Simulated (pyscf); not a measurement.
**:HSi–SiH₃, singlet**

Gas-phase minimum from PySCF at ωB97X-D3(BJ)/def2-SVP, one conformer. Other isomers of :HSi–SiH₃ [singlet] were not searched in full and may lie lower. 

```xyz
6

Si    -0.3159     1.8315     0.6967
Si     0.1315    -0.2141    -0.4254
H      0.9989     1.6566     1.4549
H     -0.9169    -0.6191    -1.4092
H      1.4340    -0.0906    -1.1549
H      0.2645    -1.3056     0.5919
```

Bond lengths (Å): Si1–Si2 2.376, Si1–H3 1.528, Si2–H4 1.494, Si2–H5 1.498, Si2–H6 1.498. Bond angles (°): Si2–Si1–H3 88.5, Si1–Si2–H4 114.4, Si1–Si2–H5 108.8, Si1–Si2–H6 108.9, H4–Si2–H5 108.2, H4–Si2–H6 108.2, H5–Si2–H6 108.3.

Properties at ωB97X-D3(BJ)/def2-SVP:

```json
{
  "harmonic_wavenumbers_unscaled": "97, 392, 400, 450, 733, 879, 938, 961, 2085, 2212, 2220, 2241 cm⁻¹",
  "zero_point_energy": "19.5 kcal/mol",
  "rotational_symmetry_number": "1",
  "Entropy of this conformer at 298 K and 1 atm, rigid rotor and harmonic oscillator, modes under 100 cm⁻¹ raised to 100": "283.5 J/(mol K)",
  "dipole_moment": "0.26 D"
}
```

Single-point totals, which compare only within one level (frozen core for MP2 and CC):

```csv
level,total energy (hartree)
ωB97X-D3(BJ)/def2-TZVP,-581.37399
PBE/def2-TZVP,-581.01314
r²SCAN/def2-TZVP,-581.25854
B3LYP-D3(BJ)/def2-TZVP,-581.37776
PBE0-D3(BJ)/def2-TZVP,-581.07483
M06-2X/def2-TZVP,-581.26973
ωB97M-D3(BJ)/def2-TZVP,-581.40363
HF/def2-TZVPP,-580.13419
MP2/def2-TZVPP,-580.36638
CCSD/def2-TZVPP,-580.41370
CCSD(T)/def2-TZVPP,-580.42343
```

Soft torsions are taken as harmonic, which can shift the entropy by several J/(mol K). The CCSD(T) − MP2 part came from Ansatz, without density fitting, on the same reference.
